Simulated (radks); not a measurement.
The numbers below are computed, except where a source is named.
All-electron atom: Sm I in [Xe] 4f6 6s2.

Code: a radial shooting solver on a logarithmic mesh with Libxc functionals. Model: scalar-relativistic Kohn-Sham, PBE, spin-polarised, spherical densities, finite nucleus; open shells are filled with parallel spins first (spin-orbit coupling, left out, can overturn this in heavy ions); Fermi nuclear charge, rms radius 5.0819 fm.

Energy parts (eV):
total: -283726.30
kinetic: 303246.48
electron-nucleus: -690718.62
Hartree: 110154.61
exchange-correlation: -6408.76

Orbitals (lengths in bohr, moments of r in powers of bohr; <r^-3> diverges for s and p1/2; r(max) is where P^2 peaks; r(90%) holds 90 % of the orbital's charge):
orbital  occ.  eigenvalue (eV)      <r^2>   r(max)  <r^-3>  r(90%)
1s up       1        -46671.51  0.0007049  0.01449       -  0.0411
1s down     1        -46671.50  0.0007049  0.01449       -  0.0411
2s up       1        -7625.920    0.01111  0.08215       -   0.150
2s down     1        -7625.895    0.01111  0.08215       -   0.150
2p up       3        -6802.982   0.008917  0.06635   10160   0.139
2p down     3        -6802.965   0.008917  0.06635   10160   0.139
3s up       1        -1670.772    0.07430   0.2337       -   0.374
3s down     1        -1668.937    0.07420   0.2336       -   0.374
3p up       3        -1413.449    0.07441   0.2291    2100   0.379
3p down     3        -1411.623    0.07428   0.2290    2104   0.379
3d up       5        -1064.774    0.06282   0.1878   285.1   0.360
3d down     5        -1063.371    0.06266   0.1877   285.7   0.360
4s up       1        -333.2330     0.3788   0.5396       -   0.832
4s down     1        -328.5972     0.3786   0.5393       -   0.832
4p up       3        -248.6987     0.4281   0.5631   462.2   0.892
4p down     3        -244.0580     0.4279   0.5628   462.0   0.892
4d up       5        -130.0757     0.5225   0.5878   52.02    1.01
4d down     5        -125.4352     0.5236   0.5873   51.94    1.01
5s up       1         -44.1752      2.216    1.257       -    2.02
5s down     1         -41.4505      2.289    1.270       -    2.06
5p up       3         -23.9245      3.094    1.427   61.91    2.42
5p down     3         -21.8919      3.249    1.450   57.54    2.49
6s up       1          -3.6729      20.77    3.636       -    6.32
4f up       6          -3.6695      1.363   0.6138   6.220    1.74
6s down     1          -3.4328      22.20    3.768       -    6.53

The highest occupied level is 6s down at -3.433 eV. The spin density at the nucleus is 2.84 e/bohr^3 (1s 0.02, 2s -0.54, 3s -10.81, 4s 0.32, 5s 11.92, 6s 1.93). The electron density at the nucleus is 5.568e+05 e/bohr^3 (large components only). Summed over all electrons, <r^2> = 84.54 bohr^2, which gives a Langevin (diamagnetic) susceptibility term of -67 x 10^-6 cm^3/mol. Spin moment in Bohr magnetons: 6. For comparison, the ionisation energy in NIST's Atomic Spectra Database is 5.644 eV (measured). In exact Kohn-Sham theory the highest level is minus the ionisation energy, but local and semilocal functionals leave it too shallow, through self-interaction and a potential that decays too fast; potentials with the right tail come closer.
